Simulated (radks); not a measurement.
Results of a calculation; reference values are marked as such.
Question: Species: Sr. Configuration: [Kr] 5s2. Code: a radial shooting solver on a logarithmic mesh with Libxc functionals. Model: non-relativistic Kohn-Sham, LDA (Slater exchange, VWN5 correlation), spin-unpolarised, spherical densities, point nucleus; relativity is left out, which matters for an element this heavy. Some entries of the table are withheld. Estimate them.

| orbital | occ. | eigenvalue (hartree) | <r^2> (bohr^2) |
|---|---|---|---|
| 1s | 2 | -572.8702 | 0.002166 |
| 2s | 2 | -76.49182 | 0.03695 |
| 2p | 6 | -69.74594 | 0.02832 |
| 3s | 2 | -11.77159 | (1) |
| 3p | 6 | (2) | 0.2966 |
| 3d | 10 | -4.81350 | 0.3011 |
| 4s | 2 | -1.45532 | 2.176 |
| 4p | 6 | (3) | 2.867 |
| 5s | 2 | (4) | 21.44 |

Answer: 
(1) 3s <r^2> (bohr^2): 0.2921
(2) 3p eigenvalue (hartree): -9.30186
(3) 4p eigenvalue (hartree): -0.84449
(4) 5s eigenvalue (hartree): -0.13179
